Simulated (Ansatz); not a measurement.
`C[O][SbH][CH3]` + H₂ → `[CH3][SbH2]` + CH₃OH at 500 K and 1 bar (hydrogenolysis of the Sb–O bond).

Isolated molecules relaxed with PBE0-D4/def2-TZVP in Ansatz; ΔE leaves out vibrations. CCSD(T)/CBS is the MP2 limit (def2-TZVPP, def2-QZVPP) plus CCSD(T) − MP2 in def2-TZVPP, frozen cores. This one scheme is used for every species. def2 core potentials past Kr. For Sb outer-core shells are correlated without core-valence functions, which leaves a few kJ/mol of doubt a bond. One conformer a species, not always the lowest.

```json
{"species": "`C[O][SbH][CH3]`", "CCSD(T)/CBS energy (Eh)": "-395.49301", "H − E (kJ/mol)": "267.6", "S (J/(mol·K))": "426.8"}
{"species": "H₂", "CCSD(T)/CBS energy (Eh)": "-1.17544", "H − E (kJ/mol)": "41.0", "S (J/(mol·K))": "145.5"}
{"species": "`[CH3][SbH2]`", "CCSD(T)/CBS energy (Eh)": "-281.05548", "H − E (kJ/mol)": "159.6", "S (J/(mol·K))": "323.2"}
{"species": "CH₃OH", "CCSD(T)/CBS energy (Eh)": "-115.61712", "H − E (kJ/mol)": "157.0", "S (J/(mol·K))": "265.4"}
```

H − E and S are ideal-gas, rigid-rotor, harmonic terms from PBE0-D4/def2-TZVP, for one conformer and one mirror image of each species. For small species the MP2-based limit differs from directly extrapolated CCSD(T) by up to some mEh (0.8 for H₂); such offsets cancel only in part. 1 Eh = 2625.50 kJ/mol, R = 8.31446 J/(mol·K).

Q: By hand: ΔE, ΔH, ΔS and ΔG.

A: ΔE = (-281.05548) + (-115.61712) − (-395.49301) − (-1.17544) = -0.00415 Eh = -10.9 kJ/mol. Δ(H − E) = 159.6 + 157.0 − 267.6 − 41.0 = 8.0, so ΔH = -2.9 kJ/mol. ΔS = 323.2 + 265.4 − 426.8 − 145.5 = 16.3 J/(mol·K). ΔG = -2.9 − 500 × (16.3)/1000 = -11.1 kJ/mol.

Q: By hand: the equilibrium constant, and the temperature at which ΔG would vanish if ΔH and ΔS stayed fixed.

A: log₁₀ K = −ΔG/(RT ln 10) = 1.2. ΔH and −TΔS have one sign here, so there is no such temperature. One of them is within its doubt of zero, so this could turn.

TΔS isn't small against ΔH here. A doubt of 5 kJ/mol in ΔE shifts log₁₀ K by 0.5 here. Other conformers and mirror images would add mixing entropy, several J/(mol·K) or more a flexible species. Modes under 60 cm⁻¹, often nearly free rotors, make the harmonic entropy too high. These are equilibria of isolated gas molecules and say nothing of rates. Largest T1 diagnostic: 0.013 (customary marks: 0.02 for closed shells, 0.045 for open ones).
